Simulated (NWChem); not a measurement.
Species: C₂H₅FOSi; SMILES FC[SiH2]C=O

```xyz
10

O     -0.4423    -2.5370    -0.0796
C     -0.6316    -1.3361    -0.0358
Si     0.8311    -0.0873     0.1711
C      0.2634     1.6249    -0.4518
F     -0.9362     1.9156     0.2222
H     -1.6730    -0.9363    -0.1000
H      1.1487     0.0014     1.6202
H      2.0129    -0.5821    -0.5829
H      0.0634     1.6391    -1.5313
H      0.9858     2.4226    -0.2373
```
Atoms are numbered in this order, from 1.

Results from NWChem. Medium grid unless said otherwise, to which SCAN and Minnesota functionals are sensitive. The geometry was optimised at B3LYP/6-31G* (spherical d). Total energies of different functionals are on different scales.

```
level                                  energy (Ha)  highest occupied level (eV)  orbital gap (eV)  dipole (D)
-------------------------------------  -----------  ---------------------------  ----------------  ----------
PBE/def2-TZVP                            -543.4255                        -5.66              2.72        2.44
B3LYP/def2-TZVP                          -543.8810                        -6.94              4.88        2.65
PBE0/def2-TZVP                           -543.4569                        -7.14              5.34        2.63
LDA (Slater exchange, VWN5)/def2-TZVP    -540.7906                        -5.79              2.59        2.53
M06-2X/def2-TZVP                         -543.7273                        -8.59              7.87        2.73
BLYP/def2-TZVP                           -543.8006                        -5.59              2.78        2.49
```
